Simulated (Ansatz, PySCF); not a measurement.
Gas-phase reaction (SMILES): CB(C)F [fluoro(dimethyl)borane] + N (NH3) → CB(C)N + F (HF); ammonia cleaves one B-F bond, a model of a ligand-exchange step.

Geometries: B3LYP-D3(BJ)/def2-TZVP minima from Ansatz (a first-principles code), one conformer each, not searched for the lowest. Valence correlation only, unless marked. Spin-orbit coupling is left out. No relativistic terms. CBS(X,Y): correlation extrapolated as X^-3; Hartree-Fock from the larger set. [CCSD(T)-MP2]/basis is that difference in the basis named. Thermal terms are rigid-rotor harmonic-oscillator values from B3LYP-D3(BJ) frequencies (Ansatz or PySCF) at 298.15 K and 1 atm. 1 Eh = 627.5095 kcal/mol.

```tsv
species	E, RI-MP2/CBS(aug-cc-pVTZ,aug-cc-pVQZ)+[CCSD(T)-MP2]/aug-cc-pVTZ (Ansatz) (Eh)	E, r2SCAN-D4/def2-TZVPD (Ansatz + dftd4) (Eh)	H - E (Eh)	G - E (Eh)
CB(C)F	-204.38178	-204.56695	0.08606	0.04998
N (NH3)	-56.50756	-56.54744	0.03799	0.01614
CB(C)N	-160.48757	-160.65672	0.11171	0.07648
F (HF)	-100.39388	-100.44728	0.01259	-0.00713
```

Question: Work out ΔE and ΔH, ΔG, ΔS and the equilibrium constant at 298.15 K at the first level, then ΔH at the second.

Answer: 
1. ΔE = [(-160.48757) + (-100.39388)] - [(-204.38178) + (-56.50756)] = 0.00789 Eh = 5.0 kcal/mol at RI-MP2/CBS(aug-cc-pVTZ,aug-cc-pVQZ)+[CCSD(T)-MP2]/aug-cc-pVTZ.
2. The terms H - E add up to 0.00025 Eh, so ΔH = (0.00789 + (0.00025))×627.5095 = 5.1 kcal/mol.
3. The terms G - E add up to 0.00323 Eh, so ΔG = 7.0 kcal/mol, and ΔS = (0.00025 - (0.00323))×627509.5/298.15 = -6.3 cal/(mol K).
4. log10 K = -ΔG/(RT ln 10) = -5.1, with RT ln 10 = 1.3642 kcal/mol.
5. At r2SCAN-D4/def2-TZVPD the same steps give ΔE = 6.5 and ΔH = 6.7 kcal/mol, a shift of +1.6 from the first level.
6. These values are not checked against measurement here, since the tables used lack a sound gas-phase enthalpy of formation for at least one species.
